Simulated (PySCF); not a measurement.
## Cd: ionisation energy

Cd [Kr] 4d10 5s2 (1S) → Cd⁺ [Kr] 4d10 5s1 (2S), as a difference of total energies. Calculation: PySCF 2.14, in x2c-QZVPPall; scalar relativity by spin-free X2C-1e. Correlated levels: valence: [Kr] frozen; valence and next inner shell: [Ar] 3d10 frozen. The calculations carry no spin-orbit coupling.

Q: Order these methods by the ionisation energy they give, lowest first.
A. SCS-MP2 (valence and next inner shell)
B. r2SCAN
C. UHF
D. PBE

A: C (7.331 eV), B (8.850 eV), A (8.926 eV), D (9.040 eV).

Errors of the correlated levels include the incompleteness of this basis and the frozen core.

For comparison: 8.994 eV (measured; NIST Atomic Spectra Database, ionization energies).
